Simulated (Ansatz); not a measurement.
HgF₂⁺ was relaxed with PBE-D4 (def2-TZVP) in Ansatz in these states: charge +1 doublet, charge +1 quartet. The geometries follow in no particular order.

In the def2 sets Hg takes a core potential; there is no spin–orbit coupling.

A:

Cartesian coordinates in Å:
```
Hg 0.0000 -0.0004 -0.0001
F 1.7596 -0.2238 0.7751
F -1.7596 0.2241 -0.7749
```

B:

```xyz
3

Hg    0.0019   -0.0008    0.0008
F     1.2169    0.6163   -2.3346
F    -1.2188   -0.6154    2.3338
```

Question: Judge from the bond lengths which geometry belongs to which state (an estimate).

Answer: A is the charge +1 doublet (Hg1–F3 1.936 Å, Hg1–F2 1.936 Å); B is the charge +1 quartet (Hg1–F3 2.704 Å, Hg1–F2 2.704 Å).

At PBE0-D4/def2-TZVP a doublet lies 2.23 eV below the charge +1 quartet. These are the stationary points nearest to one start from a short search; other shapes may lie lower in each state. The charge +1 quartet has come apart into loosely held pieces.
